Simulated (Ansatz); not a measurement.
Geometry optimisation, RKS PBE/def2-SVP (Ansatz).

input.yaml

```yaml
crystal:
  periodic: [false, false, false]
  atoms:
    - { symbol: B, position_ang: [-1.7758, 0.547, -0.3853] }
    - { symbol: Ge, position_ang: [0.1639, 0.8547, -0.218] }
    - { symbol: Si, position_ang: [1.1103, -1.1291, 0.4357] }
    - { symbol: H, position_ang: [-2.2271, -0.4535, -0.1728] }
    - { symbol: H, position_ang: [-2.5099, 1.4851, -0.7478] }
    - { symbol: H, position_ang: [0.4496, 1.9689, 0.8411] }
    - { symbol: H, position_ang: [0.7842, 1.2928, -1.5795] }
    - { symbol: H, position_ang: [2.6339, -0.9262, 0.5758] }
    - { symbol: H, position_ang: [0.5821, -1.5236, 1.7859] }
    - { symbol: H, position_ang: [0.8719, -2.1671, -0.5321] }
basis:
  gaussian: { orbitals: def2-SVP }
hamiltonian:
  xc: pbe
relax:
  f_tol: 0.02
  max_steps: 50
```

Run as:

```bash
$ ansatz run input.yaml --threads 2 --pin off --max-ram 3072MiB --backend cpu --events-out ev --progress --plain --runs-dir out
```

Problem. Where does it end, and by what steps?

Solution. The forces met the threshold. The force dipped under the threshold on the way, but the program's further checks kept it going. After 21 steps the energy has fallen by 0.473 eV; H5 moved furthest, 1.41 Å.

```json
{"step": "0", "energy less start (eV)": "0.0000", "largest force component (eV/Å)": "3.025", "accepted": "yes"}
{"step": "1", "energy less start (eV)": "-0.3408", "largest force component (eV/Å)": "0.671", "accepted": "yes"}
{"step": "2", "energy less start (eV)": "-0.3667", "largest force component (eV/Å)": "0.247", "accepted": "yes"}
{"step": "3", "energy less start (eV)": "-0.3796", "largest force component (eV/Å)": "0.078", "accepted": "yes"}
{"step": "4", "energy less start (eV)": "-0.3811", "largest force component (eV/Å)": "0.032", "accepted": "yes"}
{"step": "5", "energy less start (eV)": "-0.3820", "largest force component (eV/Å)": "0.027", "accepted": "yes"}
{"step": "6", "energy less start (eV)": "-0.3834", "largest force component (eV/Å)": "0.084", "accepted": "yes"}
{"step": "7", "energy less start (eV)": "-0.3780", "largest force component (eV/Å)": "0.320", "accepted": "no"}
{"step": "8", "energy less start (eV)": "-0.3866", "largest force component (eV/Å)": "0.072", "accepted": "yes"}
{"step": "9", "energy less start (eV)": "-0.3885", "largest force component (eV/Å)": "0.186", "accepted": "yes"}
{"step": "10", "energy less start (eV)": "-0.3913", "largest force component (eV/Å)": "0.233", "accepted": "yes"}
{"step": "11", "energy less start (eV)": "-0.4094", "largest force component (eV/Å)": "0.086", "accepted": "yes"}
{"step": "12", "energy less start (eV)": "-0.4226", "largest force component (eV/Å)": "0.145", "accepted": "yes"}
{"step": "13", "energy less start (eV)": "-0.4241", "largest force component (eV/Å)": "0.459", "accepted": "yes"}
{"step": "14", "energy less start (eV)": "-0.4486", "largest force component (eV/Å)": "0.122", "accepted": "yes"}
{"step": "15", "energy less start (eV)": "-0.4626", "largest force component (eV/Å)": "0.095", "accepted": "yes"}
{"step": "16", "energy less start (eV)": "-0.4646", "largest force component (eV/Å)": "0.377", "accepted": "yes"}
{"step": "17", "energy less start (eV)": "-0.4721", "largest force component (eV/Å)": "0.010", "accepted": "yes"}
{"step": "18", "energy less start (eV)": "-0.4725", "largest force component (eV/Å)": "0.013", "accepted": "yes"}
{"step": "19", "energy less start (eV)": "-0.4724", "largest force component (eV/Å)": "0.038", "accepted": "no"}
{"step": "20", "energy less start (eV)": "-0.4725", "largest force component (eV/Å)": "0.023", "accepted": "yes"}
{"step": "21", "energy less start (eV)": "-0.4726", "largest force component (eV/Å)": "0.001", "accepted": "yes"}
```

```xyz
10
Properties=species:S:1:pos:R:3
B -1.843 0.598 -0.383
Ge 0.140 1.000 -0.106
Si 1.157 -1.150 0.336
H -2.600 0.551 0.566
H -2.264 0.309 -1.486
H 0.473 1.888 1.126
H 0.881 1.577 -1.344
H 2.642 -0.976 0.516
H 0.583 -1.754 1.589
H 0.914 -2.095 -0.810
```

Whether the end is a true minimum wasn't checked by a vibrational analysis.

Time of the run: 30 s on 2 threads of Intel(R) Xeon(R) CPU @ 2.60GHz (Ice Lake) (shared host), peak memory 0.16 GiB.
